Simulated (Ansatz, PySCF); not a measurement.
Species: CH8OSi2 (charge 0, singlet). 
Geometry from a B3LYP-D3(BJ)/def2-TZVP (Ansatz, a quantum-chemistry and plane-wave program) optimisation:
```xyz
12

C      2.4724    -0.1402     0.4071
Si     0.9669    -0.0118    -0.6795
O     -0.3766     0.0046     0.2655
Si    -2.0075     0.0786     0.3555
H      2.4476    -1.0560     1.0007
H      2.5327     0.7084     1.0912
H      3.3813    -0.1529    -0.1993
H      1.0077     1.2341    -1.4851
H      0.8918    -1.1671    -1.6082
H     -2.3986     0.0244     1.7806
H     -2.4995     1.3419    -0.2437
H     -2.6156    -1.0638    -0.3671
```

PBE beside other levels, property by property. Valence correlation only, unless marked. UHF or UKS for open shells. No spin-orbit coupling. No relativistic terms. CBS(X,Y): correlation extrapolated as X^-3; Hartree-Fock from the larger set. [CCSD(T)-MP2]/basis is that difference in the basis named. Rows marked 298 K are enthalpies with B3LYP-D3(BJ) harmonic zero-point and thermal terms from PySCF. Atomisation energies are electronic, to ground-state atoms; the column to compare with has the core term from cc-pwCVTZ added, other frozen-core levels have none. The coupled-cluster column (Ansatz) is a level with limits of its own: (a) RI-MP2/CBS(cc-pV(T+d)Z,cc-pV(Q+d)Z)+[CCSD(T)-MP2]/cc-pV(T+d)Z; (b) CCSD(T)/CBS(aug-cc-pV(T+d)Z,aug-cc-pV(Q+d)Z); (c) CCSD(T)/CBS(cc-pV(T+d)Z,cc-pV(Q+d)Z).

| property | PBE/def2-TZVPD (Ansatz) | SVWN5/def2-TZVPD (Ansatz) | RPA@PBE/cc-pV(Q+d)Z (Ansatz) | RI-MP2/CBS(cc-pV(T+d)Z,cc-pV(Q+d)Z) (Ansatz) | coupled cluster |
|---|---|---|---|---|---|
| O-Si bond dissociation enthalpy, 298 K, to C[SiH2] + [O][SiH3] (kcal/mol) | 119.8 | 137.5 | 126.0 | 143.3 | 134.0 (a) |
| O-Si bond dissociation enthalpy, 298 K, to C[SiH2][O] + [SiH3] (SiH3) (kcal/mol) | 116.9 | 134.3 | 122.9 | 140.4 | 130.7 (c) |
| H-Si bond dissociation enthalpy, 298 K, to C[SiH2]O[SiH2] + H atom (kcal/mol) | 86.0 | 95.1 | 91.1 | 91.7 | 93.6 (c) |
| atomisation energy (kcal/mol) | 989.4 | 1108.7 | 958.2 | 1010.8 | 1007.9 (b) |

As the rows show:
- O-Si bond dissociation enthalpy, 298 K, to C[SiH2] + [O][SiH3]: PBE lies 14.2 kcal/mol below coupled cluster.
- O-Si bond dissociation enthalpy, 298 K, to C[SiH2][O] + [SiH3] (SiH3): PBE lies 13.8 kcal/mol below coupled cluster.
- H-Si bond dissociation enthalpy, 298 K, to C[SiH2]O[SiH2] + H atom: PBE lies 7.6 kcal/mol below coupled cluster.
- atomisation energy: PBE lies 18.5 kcal/mol below coupled cluster.
